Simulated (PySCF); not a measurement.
**Electron correlation in As²⁺ (arsenic, charge +2)**

[Ar] 3d10 4s2 4p1, 2P determinant. All numbers are calculated (PySCF 2.14, scalar relativity through the core potential, in aug-cc-pVTZ-PP with ECP10MDF). Frozen: 3s2 3p6 3d10; 3 electrons correlated.

```
  level  correlation energy (mhartree)
   CCSD                         -54.61
    (T)                          -0.73
CCSD(T)                         -55.34
  CCSDT                         -55.57
```

Diagnostics: T1 = 0.0087, D1 = 0.0200, largest double amplitude 0.096.

**Question.** Is a single reference adequate?

**Answer.** Mostly. T1 lies below 0.03, but a double amplitude of this size points to a near-degeneracy that CCSD handles and MP2 describes poorly.
